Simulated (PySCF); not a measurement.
## Scandium: a sound run and one with changed settings

Sound run: Sc [Ar] 3d1 4s2, Sc⁺ [Ar] 3d1 4s1. Calculation: PySCF 2.14, in jorge-DZP-DKH; the spin-free X2C one-electron Hamiltonian (Gaussian nucleus). In the sound run the correlated levels freeze [Ar]. The sound run starts from symmetry-adapted Hartree-Fock orbitals and uses a fine grid where one is needed.

Changed run: the non-relativistic Hamiltonian (point nucleus). This setting is unsound on purpose.

```json
{"species": "Sc", "method": "UHF", "sound run (hartree)": "-763.26357", "changed run (hartree)": "-759.00861", "converged": "yes"}
{"species": "Sc", "method": "MP2", "sound run (hartree)": "-763.28812", "changed run (hartree)": "-759.03299", "converged": "yes"}
{"species": "Sc⁺", "method": "UHF", "sound run (hartree)": "-763.06641", "changed run (hartree)": "-758.81272", "converged": "yes"}
{"species": "Sc⁺", "method": "MP2", "sound run (hartree)": "-763.06833", "changed run (hartree)": "-758.81462", "converged": "yes"}
```

Ionisation energy of Sc:

```csv
method,sound run (eV),changed run (eV)
UHF,5.365,5.330
LDA,6.637,6.596
MP2,5.981,5.942
SCS-MP2,6.102,6.063
```

Most of the change in total energy is the relativistic energy itself. On top of that the contraction fixes the core shape for the Hamiltonian it was made with, so the changed run is not a good calculation with the other Hamiltonian either.

For comparison, NIST gives 6.561 eV between the lowest levels.
